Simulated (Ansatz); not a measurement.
```yaml
crystal:
  periodic: [false, false, false]
  atoms:
    - {symbol: C, position_ang: [-2.023084, -0.601595, 1.079304]}
    - {symbol: W, position_ang: [1.798335, 0.356777, -0.955348]}
    - {symbol: O, position_ang: [4.320200, -1.224329, 1.040312]}
    - {symbol: O, position_ang: [1.611046, -1.343531, -4.104352]}
    - {symbol: Cl, position_ang: [2.398369, 5.089392, -1.381054]}
    - {symbol: H, position_ang: [-2.014666, 0.341844, 3.189342]}
    - {symbol: H, position_ang: [-2.314338, -2.879799, 1.287559]}
    - {symbol: H, position_ang: [-3.775906, 0.261242, -0.155785]}
basis:
  gaussian: {orbitals: def2-mTZVPP, nuclear_model: gaussian, point_charges: [{charge: 1.00, position_ang: [6.704, 0.547, 0.635]}]}
hamiltonian: {xc: {name: PBE}}
output: {forces: true}
```

```sh
$ ansatz run in.yaml --threads 4 --pin off --events-out ev --progress --plain --max-ram 10444MiB
```

Shortened log:

```
Functional definition: PBE
1264 factors; their error is unknown
mean field evaluation 1: about -19376.0565 eV, gradient 1.5e2 eV
mean field evaluation 2: about -17828.8350 eV, gradient 4.9e2 eV
mean field evaluation 4: about -18944.6498 eV, gradient 2.9e2 eV
mean field evaluation 8: about -19485.4030 eV, gradient 9.2e0 eV
mean field evaluation 16: about -19487.1170 eV, gradient 1.0e-2 eV
mean field evaluation 32: about -19487.1170 eV, gradient 2.9e-6 eV
mean field -19487.11702898 eV, -716.1383419726 hartree, gradient 2.9e-6 eV, S^2 0.000000; 10 other end points of the search recorded, 0 dependent functions left out
reference -19487.11709001 eV, -716.1383442156 hartree; 28, 28 occupied and 117, 117 virtual orbitals, 1264 factors
Total energy: -19487.11709001 eV, -716.1383442156 hartree
Atom 0 at    -2.023084    -0.601595     1.079304 Å, force    -1.775395    -0.452032     0.945522 eV/Å
Atom 1 at     1.798335     0.356777    -0.955348 Å, force     0.745217    -1.192984    -0.444872 eV/Å
Atom 2 at     4.320200    -1.224329     1.040312 Å, force    -0.568618     1.232328    -1.025390 eV/Å
Atom 3 at     1.611046    -1.343531    -4.104352 Å, force     0.090843     0.781084     1.454980 eV/Å
Atom 4 at     2.398369     5.089392    -1.381054 Å, force    -0.024622    -0.427125     0.055708 eV/Å
Atom 5 at    -2.014666     0.341844     3.189342 Å, force     0.050167    -0.844676    -1.966756 eV/Å
Atom 6 at    -2.314338    -2.879799     1.287559 Å, force     0.335845     2.123917    -0.228718 eV/Å
Atom 7 at    -3.775906     0.261242    -0.155785 Å, force     1.665332    -0.768432     1.096400 eV/Å
Dipole moment:    -2.704438    -0.214397     0.425132 e Å
```

(1) Something in this input is off. What?

Answers

(1) The geometry is stretched to more than twice its size. Self-consistency was reached. The result belongs to that input, not to the molecule as meant.
